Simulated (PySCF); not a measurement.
GeF₄.
Structure used (PBE0-D3(BJ)/def2-SVP), in Å, numbered top down from 1:
```xyz
5
GeF4 angstrom
F      1.3267   -1.1029   -0.0788
Ge     0.0187   -0.0213   -0.0198
F      0.6086    1.5709   -0.0110
F     -0.9756   -0.2531   -1.3769
F     -0.8863   -0.2983    1.3900
```

Computed, not measured: core-valence-separated Tamm–Dancoff BHandHLYP/aug-pcX-1 (def2-SVPD on Ge) in PySCF, non-relativistic, gas phase, PBE0-D3(BJ)/def2-SVP geometry. BHandHLYP without relativity tends to put these K edges a few eV too low, so spacings mean more than positions.

**Question.** List the fluorine K-edge absorption lines.

**Answer.** 
| E (eV) | f | core hole on | main final orbital |
| --- | --- | --- | --- |
| 683.19 | 0.1031 | F1/F3/F4/F5 | LUMO (4 roots, f summed) |
| 687.48 | 0.1335 | F1/F3/F4/F5 | LUMO+1/LUMO+2/LUMO+3 (8 roots, f summed) |
| 688.28 | 0.0290 | F1/F3/F4/F5 | LUMO+4 (4 roots, f summed) |

The first line with a tenth or more of the strongest one's intensity is at 683.19 eV (f = 0.103, sum of 4), with the hole on F1/F3/F4/F5 (fluorine bonded to Ge). The strongest listed is at 687.48 eV (f = 0.134, sum of 8; F1/F3/F4/F5).

Roots within 0.03 eV whose holes lie on the same, on equivalent or on shared atoms are summed into one line, and the highest roots are left out, as the search may have cut off their partners. Final orbitals are the ground state's empty Kohn–Sham orbitals.

The list ends where the root search ended, not at a threshold. Relativistic effects, spin–orbit coupling among them, are left out although an element past zinc is present.
